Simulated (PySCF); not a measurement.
# Computed and published core binding energies of `[SiH3]N([SiH3])[SiH3]`

The experiment to reproduce (core binding energies): N 1s of N2 (atom 2) 403.91 eV [1]. Sources and the comparison follow the method.

H9NSi3.
Structure used (GFN2-xTB), in Å, numbered top down from 1:
```
atom  x, y, z in Å
Si1    0.291    1.650    0.549
N2     0.027    0.036   -0.058
Si3   -1.602   -0.507   -0.362
Si4    1.315   -1.136    0.043
H5    -0.672    2.532   -0.109
H6     0.101    1.689    2.004
H7     1.661    2.030    0.210
H8    -2.348    0.620   -0.917
H9    -1.529   -1.607   -1.322
H10   -2.230   -0.966    0.883
H11    1.356   -1.740    1.380
H12    1.057   -2.162   -0.965
H13    2.569   -0.438   -0.233
```

Level of theory: delta-SCF UKS SCAN, pcX-2 on the ionised atom, pcseg-1 elsewhere, spin-free X2C (PySCF 2.14.0). Binding energies are ΔSCF values: E(core-ionised, relaxed orbitals) − E(ground state) at a fixed geometry, referred to the vacuum level.

```
atom                      environment  level  this calculation (eV)  reference (eV)  difference (eV)  source
  N2  nitrogen bridging silicon atoms   N 1s                 403.73          403.91            -0.18     [1]
```

[1] measured, gas; Beach, A photoelectron spectroscopic study of bonding in inorganic and organometallic compounds, PhD thesis, LBL 1985

Task: How far is it from the measured entries?

Result: The one measured value differs by -0.18 eV, too little evidence for a typical error. The calculation is vertical and has no vibrational structure, and measured positions depend on the energy calibration.

Task: What does the calculation give for the levels without a reference value here?

Result: Si1/Si3/Si4 Si 1s 1846.81 eV; Si1/Si3/Si4 Si 2p3/2 107.02 eV.

Atoms equivalent by their bonding share one computed value, that of the first of them. The 2p values aren't plain energy differences: one relaxed spin-free 2p hole is combined with a matrix within the shell (ground-state 2p orbital-energy differences and spin–orbit coupling). 2p3/2, the mean of its two sublevels, lies a third of the splitting below the shell's mean and 2p1/2 two thirds above it; the statistical areas are 2:1. 2p1/2 minus 2p3/2 (ligand field included): Si 0.62 eV. Isolated species at its GFN2-xTB geometry, gas phase.

The run took 15 s on one thread of an Arm Neoverse V1, shared host.
